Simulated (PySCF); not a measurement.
BH₃O₃, SMILES B(O)(O)O. Atoms are numbered in the order given.

```xyz
7

O     -0.6333     1.2342     0.0000
B     -0.0315     0.0090     0.0000
O      1.3487    -0.0424     0.0000
O     -0.8635    -1.0821     0.0000
H      0.0260     1.9416     0.0000
H      1.7273    -0.9305     0.0000
H     -0.4104    -1.9336     0.0000
```

Geometry: TPSSh-D3(BJ)/def2-SVP. The values are those of a single conformer.

Method: PBE0/pcJ-1 in PySCF.

Isotropic couplings with Fermi-contact, spin-dipole and both spin-orbit terms, one fixed conformer, no vibrational averaging. Isotopes: 11B, 1H.

Task: Estimate the spin–spin coupling constants. (An estimate is asked for; the answer gives what the named calculation found.)

Result: 
```json
[
 {"pair": "B2–H5", "bonds apart": "2", "J (Hz)": "-3.4"},
 {"pair": "B2–H6", "bonds apart": "2", "J (Hz)": "-2.3"},
 {"pair": "B2–H7", "bonds apart": "2", "J (Hz)": "-1.3"},
 {"pair": "H5–H7", "bonds apart": "4", "J (Hz)": "3.5"}
]
```
